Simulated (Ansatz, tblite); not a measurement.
Removing and adding an electron: trans-CoF2(H2O)4 (CoO4F2H8). Total charge 0; quartet. Geometry: r2SCAN-D4/def2-SVP. Ansatz, gas phase; energy differences of separate SCF runs; the oxidised species was run as a quintet alone; the reduced species was run as a triplet alone.

| atom | x (Å) | y (Å) | z (Å) |
| --- | --- | --- | --- |
| Co1 | -0.001 | -0.001 | 0.000 |
| F2 | -0.320 | -0.477 | 1.886 |
| F3 | 0.320 | 0.472 | -1.886 |
| O4 | 1.413 | -1.574 | 0.528 |
| H5 | 1.161 | -2.452 | 0.211 |
| H6 | 0.898 | -1.436 | 1.376 |
| O7 | -1.410 | 1.576 | -0.529 |
| H8 | -0.896 | 1.435 | -1.377 |
| H9 | -1.150 | 2.453 | -0.213 |
| O10 | 1.756 | 1.234 | -0.007 |
| H11 | 1.599 | 1.134 | -0.983 |
| H12 | 2.470 | 0.609 | 0.194 |
| O13 | -1.762 | -1.231 | 0.008 |
| H14 | -2.474 | -0.605 | -0.192 |
| H15 | -1.603 | -1.135 | 0.983 |

The xTB rows come from tblite.

```
              level  −HOMO (eV)  vertical IE (eV)  −LUMO (eV)  vertical EA (eV)  HOMO–LUMO gap (eV)  IE − EA (eV)
           GFN1-xTB           –             15.29           –              7.46                   –          7.83
           GFN2-xTB           –             13.47           –              5.98                   –          7.49
   PBE-D4/def2-TZVP        4.75              8.68        3.91                 –                0.84             –
r2SCAN-D4/def2-TZVP        5.35              8.99        3.29                 –                2.06             –
  PBE0-D4/def2-TZVP        7.61              9.56        1.56                 –                6.04             –
```

Relaxing the oxidised species (r2SCAN-D4/def2-SVP) changes its energy by -1.62 eV at PBE-D4/def2-TZVP, so the adiabatic ionisation energy to this nearest minimum is 7.06 eV. At PBE0-D4/def2-TZVP it is 7.49 eV.  Run but left out: PBE-D4/def2-TZVPD, r2SCAN-D4/def2-TZVPD, PBE0-D4/def2-TZVPD (charge -1 triplet: ⟨S²⟩ 2.36 to 2.56, where a pure state has 2.00).   HOMO and LUMO are the levels of the spin that leaves or enters (xTB has no such levels and no spin-polarisation term). Other spin states of the ions may lie lower, which would lower the ionisation energy or raise the affinity. Raw xTB energy differences between charge states are shifted by several eV; the methods need an empirical correction for them.
